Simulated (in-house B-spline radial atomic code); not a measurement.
B3LYP (VWN-RPA) excitations of Se⁴⁺

Method: B3LYP (VWN-RPA). Computed with an all-electron radial atomic-structure program (B-spline basis): linear response of the closed shell [Ar] 3d10 4s2 with the functional's adiabatic kernel; non-relativistic, point nucleus, no spin-orbit coupling, no double excitations, S, P, D and F terms only; shells from n = 2 respond. Only terms of natural parity with L up to 3 were computed.

Without relativity these are model numbers for so heavy an element.

Command:
```bash
python run_td.py task.json out
```
Settings (radii: box in bohr, nucleus in fm):
```
Z                        34
electrons                30
configuration            [Ar] 3d10 4s2
hamiltonian              nr
method                   b3lyp
box_radius               19.1
intervals                54
```

Run time, properties included: 0.7 s on 1 thread of Intel(R) Xeon(R) 6975P-C (Granite Rapids) (shared host).

The lowest states, in the order of their Tamm-Dancoff energies; the method's threshold (minus the highest occupied level) is 62.10 eV. Labels give the largest channel, * marks a mixed state, and oscillator strengths are full-response dipole values. Semilocal kernels can invert the small singlet-triplet splittings of Rydberg terms. Energies in eV:

```csv
state,full response,Tamm-Dancoff,oscillator strength
4s → 4p 3P,?,?,-
4s → 4p 1P,15.900,16.552,1.57
4s → 4d 3D,?,?,-
4s → 4d 1D,31.66,31.68,-
4s → 5s 3S,34.60,34.60,-
4s → 5s 1S,35.56,35.60,-
4s → 5p 3P,39.03,39.04,-
4s → 5p 1P,39.46,39.51,0.0506
4s → 4f 3F,43.53,43.54,-
4s → 4f 1F,43.90,43.90,-
4s → 5d 3D,45.70,45.71,-
4s → 5d 1D,46.00,46.01,-
4s → 6s 3S,47.06,47.07,-
4s → 6s 1S,47.36,47.37,-
4s → 6p 3P,48.94,48.95,-
4s → 6p 1P,49.11,49.12,0.0269
```

Q: Where does 4s → 4d 3D lie?

A: At 30.02 eV in full response, 30.06 eV in Tamm-Dancoff.

Q: Where does 4s → 4p 3P lie?

A: At 10.806 eV in full response, 10.978 eV in Tamm-Dancoff.

Q: How large is the singlet-triplet splitting of 4s → 4p (P terms) in Tamm-Dancoff?

A: 5.57 eV, from the unrounded values.

Q: What polarisabilities and dispersion coefficient does the method give?

A: Dipole 5.076 bohr³, quadrupole 8.674 bohr⁵, C6 13.35 hartree·bohr⁶ for two such species.
